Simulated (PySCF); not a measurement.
A structure optimised at PBE-D3(BJ)/def2-SVP, used in a PySCF frequency run:

```
C
O 1 1.2113
O 1 1.3452 2 125.36
H 3 0.9824 1 105.62 2 0.00
C 1 1.5442 2 124.68 3 180.00
O 5 1.2113 1 124.68 2 180.00
O 5 1.3452 6 125.36 1 180.00
H 7 0.9824 5 105.62 6 0.00
```
Charge 0, spin multiplicity 1.

Write its SMILES, formula and point group.

O=C(O)C(=O)O, C₂H₂O₄, C2h

What are its rotational constants (standard atomic weights)?

5.9831, 3.5513, 2.2285 GHz
